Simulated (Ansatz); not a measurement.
Program: Ansatz. Geometries: PBE0-D4/def2-TZVP. ΔE: electronic, gas phase. CBS: MP2 limit from def2 TZ/QZ plus the TZ coupled-cluster correction, frozen cores. Functionals use def2-TZVPP. Each species was taken in one conformer, which may not be the lowest.

Reaction (substitution at a C–C bond): `CC1[SiH2]C[SiH2]1` + `OCC(F)(F)F` → `COCC(F)(F)F` + `C1[SiH2]C[SiH2]1`

```csv
level,ΔE (kJ/mol),difference from CCSD(T)/CBS
LDA (SPW92),32.8,-2.5
revPBE-D4,35.7,0.4
BLYP-D4,28.5,-6.8
PBE0-D4,35.5,0.2
CAM-B3LYP-D4,27.4,-7.9
ωB97M-V,31.9,-3.4
PBE,32.0,-3.3
CCSD/def2-SVP,30.7,-4.6
HF/CBS(def2),22.1,-13.2
MP2/CBS(def2),40.4,5.1
CCSD(T)/CBS,35.3,0
```

Largest T1 diagnostic among the species: 0.011.

In def2-TZVPP, CCSD(T) changes the Hartree–Fock value by +10.6 kJ/mol (the triples alone add +0.8 kJ/mol) and MP2 by +15.7 kJ/mol. The D4 term adds +3.6 kJ/mol with B3LYP and +2.0 kJ/mol with PBE0; it sums over pairs of atoms, weighted by their polarisabilities, and B3LYP, whose exchange is more repulsive, gets the larger term.

CCSD(T)/CBS has its own doubt, a few kJ/mol and more with outer-core shells, so smaller differences from it don't rank the levels.

B3LYP here is the variant with VWN-RPA as its local correlation; programs differ in this.
